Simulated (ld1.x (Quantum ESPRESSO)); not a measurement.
# Ranking TM potentials for nitrogen (N)

All share these settings but for the change named:

```json
{"Element": "N (Z = 7)", "Generator": "ld1.x (Quantum ESPRESSO) 7.5", "Type": "norm-conserving Troullier–Martins (Kleinman–Bylander form)", "Functional": "PBE", "Relativity": "scalar-relativistic", "Frozen core": "[He]", "Valence charge": "5", "Reference configuration": "2s2 2p3", "Partial waves": "2p (bound): rc 1.50 bohr; 2s (bound): rc 0.65 bohr", "Local potential": "the s channel", "Core correction": "none"}
```

Test errors are all-electron minus pseudo excitation energies from the reference, over 2s2 2p2; 2s2 2p1; 2s2 2p0; 2s2 2p2.5; 2s0 2p5; 2s1 2p3; 2s1 2p0. None of these files shows a bound ghost.

The base gives 1206.9 meV.

Of 9 variants that were run, those that failed, showed a ghost or another fault, or gave nearly equal values are left out.

A variant can come out equal or close to the base, since the largest error may sit in a test that the change hardly touches while other tests move.

Question: Rank these variants by their largest absolute test error, smallest first.
A. wave 2p (bound): rc 1.50 bohr becomes 2p (bound): rc 2.10 bohr
B. wave 2p (bound): rc 1.50 bohr becomes 2p (bound): rc 1.88 bohr
C. wave 2p (bound): rc 1.50 bohr becomes 2p (bound): rc 0.98 bohr
D. wave 2p (bound): rc 1.50 bohr becomes 2p (bound): rc 1.56 bohr
E. wave 2p (bound): rc 1.50 bohr becomes 2p (bound): rc 1.42 bohr

Answer: C (663.3 meV), E (1078.2 meV), D (1365.2 meV), B (2248.7 meV), A (3314.2 meV).
